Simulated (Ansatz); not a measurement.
Job for Ansatz (an electronic-structure program): U-B3LYP/def2-TZVPPD on F (SMILES [F]). The basis file is the Basis Set Exchange's JSON of that set.

Ansatz 0.2 input:
```yaml
crystal:
  periodic: [false, false, false]
  atoms:
    - {symbol: F, position_ang: [0.00000000, 0.00000000, 0.00000000]}
basis:
  gaussian:
    orbitals: def2-TZVPPD.json
hamiltonian:
  xc: {name: B3LYP}
magnetization: {spin_polarized: true, initial_magnetization: 1}
```

Task: Give the final energy of this run.

Result: -99.7711 hartree.
